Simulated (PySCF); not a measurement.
A structure optimised at PBE-D3(BJ)/def2-SVP, used in a PySCF frequency run:

```
N
B 1 1.4067
F 2 1.3503 1 119.84
C 1 1.4499 2 122.03 3 180.00
H 4 1.1061 1 110.00 2 0.00
H 4 1.1139 5 108.34 1 121.98
H 4 1.1139 5 108.34 6 116.04
C 1 1.4525 2 122.87 3 0.00
H 8 1.1053 1 109.85 2 0.00
H 8 1.1134 9 108.56 1 -121.78
H 8 1.1134 9 108.56 10 -116.43
H 2 1.2170 3 119.19 9 180.00
```

Q: Write its SMILES, formula and point group.

A: CN(C)BF, C2H7BFN, Cs

Q: What are its rotational constants (standard atomic weights)?

A: 8.8894, 3.6280, 2.6646 GHz
